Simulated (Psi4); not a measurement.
Complex: digermane (SMILES [GeH3][GeH3]) (first 8 atoms) with CH4 (SMILES C); geometry from B3LYP-D3(BJ)/def2-TZVP, rigid monomers moved along the line of their centres of mass till Ge1···C9 is 7.08 Å.
(charge 0, multiplicity 1):
```xyz
13

Ge    -0.18822    -1.40851     0.65349
Ge    -0.36986     0.98919     0.25952
H      0.16948    -2.13197    -0.65749
H     -1.52507    -1.97020     1.16954
H      0.90449    -1.71286     1.69104
H      1.02862     1.61726     0.12085
H     -1.10313     1.68200     1.42010
H     -1.15310     1.25490    -1.03894
C      1.05187     0.78871     7.27022
H      0.03502     0.69210     6.89254
H      1.46413    -0.20066     7.46154
H      1.66681     1.30076     6.53142
H      1.04078     1.36530     8.19405
```

Computed with Psi4 with SAPT0/aug-cc-pVDZ.

### Question
Give the four SAPT terms and the total, and say what mostly holds the pair together.

### Answer
electrostatics 0.00, exchange 0.00, induction 0.00, dispersion -0.05, total -0.05 kcal/mol; the largest attraction is dispersion.
